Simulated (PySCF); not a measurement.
Excitations are Tamm–Dancoff values on a coarser integration grid. The basis has no diffuse functions, so Rydberg states are missing or too high.

Cartesian coordinates (Å):
```xyz
6

B     -1.2087    -0.0006    -0.0160
B      0.3309     0.0040     0.0024
C      1.7729     0.0022     0.0206
O      2.9297     0.0000     0.0351
H     -1.8487     1.0147    -0.0118
H     -1.8342    -1.0251    -0.0358
```
Charge 0, spin multiplicity 1.

Task: Estimate the S1 excitation (TDA), LUMO and T1 excitation (TDA) that r2SCAN-D4/def2-TZVP in PySCF returns for this input.

Result: 
| Item | Result |
|---|---|
| S1 excitation (TDA) | 0.79 eV |
| LUMO | -5.00 eV |
| T1 excitation (TDA) | 0.10 eV |
